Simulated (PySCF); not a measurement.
**Unknown compound**

Molecular formula: C$_{5}$H$_{15}$NSi$_{2}$. Simulated spectra:

¹H NMR (400 MHz, computed): δ 7.45 (m, 1H), 7.10 (m, 1H), 4.76 (d, 2H), 4.30 (m, 2H), 2.43 (s, 6H), 0.20 (t, 3H).

¹³C{¹H} NMR (computed): δ 163.8 (CH), 157.3 (CH), 39.8 (CH3), -6.6 (CH3).

- coordinates at the PBE0-D3(BJ)/def2-SVP level
- σ from GIAO-PBE0/pcSseg-1
- code: PySCF
- fast rotation and ring inversion assumed for equivalent nuclei, isolated molecule, a single conformation, relativity neglected

Scale: ¹H (σref 31.27) and ¹³C (σref 184.41) against TMS (reference shieldings calculated alike).

Question: What is the structure?

Answer: 
The formula gives 1 degree of unsaturation (no ring in the answer). 4 carbon signals for 5 carbons: some carbons are equivalent by symmetry or fast rotation. Carbon types of the structure: 2 × CH, 3 × CH3, leaving 4 H on heteroatoms. δC 163.8, 157.3: alkene CH; as expected for a trigonal carbon in a double bond. δC 39.8: methyl carbon bonded to N; deshielded by the electronegative neighbour. δC -6.6: methyl carbon bonded to Si; an electropositive neighbour leaves it electron-rich and shielded. δH 7.45, 7.10: hydrogen on an alkene CH; a vinylic proton, deshielded by the sp2 carbon and the C=C anisotropy. δH 4.30: hydrogen on a silicon bonded to 2 C. δH 2.43: hydrogen on a methyl carbon bonded to N; its carbon carries N, hence the downfield position. δH 0.20: hydrogen on a methyl carbon bonded to Si; an electropositive neighbour shields it, as in TMS itself.

These data were computed for `CN([SiH2]/C=C\[SiH2]C)C`.

The shifts were computed for this structure.

Shifts are as computed. Against solution values, carbons near 30 ppm lie about +2 ppm off and those near 130 ppm about +5 ppm. Of 1211 compounds with measured shifts, 218 miss one by over three times the rms of a fit or turn the order of signals round; such compounds aren't used in these exercises. No couplings were computed; multiplicities are counted from neighbouring protons, with m where these are inequivalent, close in shift, in a saturated or five-membered ring or joined by F or P, and br s for small geminal =CH2 splittings.
